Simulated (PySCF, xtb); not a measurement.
B(CCH)(Cl)(OMe) (C3H4BClO), SMILES C#CB(Cl)OC.

GFN2-xTB (xtb) at its own geometry gives an orbital gap of 4.58 eV and a dipole moment of 1.82 D.

Geometry optimised at PBE0-D3(BJ)/def2-SVP. The structure was generated by enumeration, and PubChem lists no compound with its InChIKey, so it may never have been made. One conformer was computed; it need not be the lowest.

Problem. What does PBE/def2-TZVP in PySCF give? (The exact figures need the calculation; the answer reports its results.)

Solution. gap 4.82 eV (levels -6.96 and -2.14 eV), dipole 1.23 D.
